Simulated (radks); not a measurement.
Hf II, configuration [Xe] 4f14 5d1.75 6s1.25 (fractional occupations, a model configuration). Calculated with a radial shooting solver on a logarithmic mesh with Libxc functionals: scalar-relativistic Kohn-Sham, PBEsol, spin-unpolarised, spherical densities, finite nucleus; Fermi nuclear charge, rms radius 5.347 fm.

Unscreened Slater integrals over Kohn-Sham orbitals (cm^-1).

integral,value
"F0(5d,5d)",89167
"F2(5d,5d)",44569
"F4(5d,5d)",28769
"F0(5d,6s)",70693
"G2(5d,6s)",23319
"F0(5d,4f)",118080
"F2(5d,4f)",25003
"F4(5d,4f)",11564
"G1(5d,4f)",10877
"G3(5d,4f)",8744.7
"G5(5d,4f)",6635.1
"F0(5d,5p)",108040
"F2(5d,5p)",48544
"G1(5d,5p)",55185
"G3(5d,5p)",33612
"F0(6s,6s)",62446
"F0(6s,4f)",81678
"G3(6s,4f)",2594.5
"F0(6s,5p)",77559
"G1(6s,5p)",6129.2
"F0(4f,4f)",302320
"F2(4f,4f)",143120
"F4(4f,4f)",89693
"F6(4f,4f)",64500
"F0(4f,5p)",179700
"F2(4f,5p)",58458
"G2(4f,5p)",28451
"G4(4f,5p)",22220
"F0(5p,5p)",147670
"F2(5p,5p)",79280

Derived for the open shells (J is the average intra-shell exchange parameter used in DFT+U). 5d: Racah B = F2/49 - 5 F4/441 = 583.4 cm^-1, C = 35 F4/441 = 2283 cm^-1, C/B = 3.91, F4/F2 = 0.645, J = (F2 + F4)/14 = 5238 cm^-1.
